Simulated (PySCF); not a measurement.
Simulation results for BH3N

Calculation on a computer-drawn molecule: vertical ionisation energy to the stated ion spin, frozen-core CCSD(T) at the basis limit and cheaper methods, single-reference cases, UHF for radicals, no spin-orbit; all values are single points at the evaluated structure, the first of each entry, which is the reference or a displaced copy of it and isn't optimised; the reference structure only sets the zero of the energies above reference; triples share is (T) over the correlation energy. Program: PySCF 2.14.0.

## BH3N

Evaluated structure:
```xyz
5
BH3N
B     -0.1606     0.5489     1.8726
N     -0.0682     1.8477     1.8166
H     -0.9824    -0.1159     1.2657
H     -0.6875     2.4095     1.2117
H      0.5067     2.4242     2.3691
```

Reference structure:
```xyz
5
BH3N
B     -0.1584     0.5136     1.8779
N     -0.0751     1.8891     1.8093
H     -0.9122    -0.1486     1.2202
H     -0.6437     2.4435     1.1988
H      0.5586     2.4269     2.3640
```

- charge: 0
- multiplicity: 2
- ion multiplicity: 1
- diffuse functions: no
- basis: cc-pVnZ
- reference is: the Hartree-Fock double-zeta minimum
- best is: HF at quadruple zeta + MP2 correlation extrapolated from triple and quadruple zeta + CCSD(T) minus MP2 at triple zeta
- basis step is: the size of the change from the same recipe one zeta lower
- dipole magnitude B3LYP at triple zeta: —

Drawn bonds:
```csv
atom,other atom,order
1,2,1
1,3,1
2,4,1
2,5,1
```

Q: BH3N: dipole magnitude B3LYP at triple zeta?
A: 2.543 debye

Further results for BH3N:

- ionisation energy best: 7.834 eV
- ionisation energy basis step: 0.02533 eV
- energy above reference best: 4.295 kcal/mol
- energy above reference basis step: 0.4158 kcal/mol
- total energy HF triple zeta: -80.8786 hartree
- total energy CCSD(T) triple zeta: -81.2055 hartree
- total energy best: -81.2475 hartree
- T1 diagnostic at triple zeta: 0.01337
- D1 diagnostic at triple zeta: 0.03917
- spin squared at triple zeta: 0.7564
- ion T1 diagnostic at triple zeta: 0.01403
- ion D1 diagnostic at triple zeta: 0.03373
- triples share at triple zeta: 0.03461
- basis functions triple zeta: 102
- dipole magnitude HF at triple zeta: 2.414 debye
- dipole magnitude CCSD unrelaxed at triple zeta: 2.562 debye
- dipole magnitude PBE at triple zeta: 2.612 debye
- dipole magnitude r2SCAN at triple zeta: 2.567 debye
- dipole magnitude wB97X at triple zeta: 2.572 debye

Triple zeta:
```csv
method,ionisation energy (eV),energy above reference (kcal/mol)
HF,7.478,4.513
PBE,7.879,4.092
r2SCAN,8.006,3.991
B3LYP,7.924,3.879
wB97X,7.759,4.145
MP2,7.736,4.665
CCSD,7.77,4.563
CCSD(T),7.774,4.692
```
